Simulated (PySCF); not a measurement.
A series of related molecules

Computed, not measured: quadratic response CAM-B3LYP/aug-cc-pVDZ first hyperpolarisability, Taylor convention, gas phase (PySCF 2.14.0). Geometry: PBE0-D3(BJ)/def2-SVP.

Each molecule in one low-energy conformer.

Problem. How does the norm of the vector part βᵢ = ⅓ Σⱼ (βᵢⱼⱼ + βⱼᵢⱼ + βⱼⱼᵢ) of the static first hyperpolarisability change along this series?
- FC=C=C(F)C(F)(F)F (H replaced by CF3)
- CB(C)C(F)=C=CF (H replaced by B(CH3)2)
- CN(C)C(F)=C=CF (H replaced by N(CH3)2)

Solution. 
| molecule | static β vector norm (au) | static β HRS (au) | S1 (eV) |
| --- | --- | --- | --- |
| FC=C=C(F)C(F)(F)F | 136 | 52 | 5.44 |
| CB(C)C(F)=C=CF | 225 | 97 | 4.55 |
| CN(C)C(F)=C=CF | 314 | 131 | 4.65 |

The norm of the vector part βᵢ = ⅓ Σⱼ (βᵢⱼⱼ + βⱼᵢⱼ + βⱼⱼᵢ) of the static first hyperpolarisability is lowest for FC=C=C(F)C(F)(F)F and highest for CN(C)C(F)=C=CF.
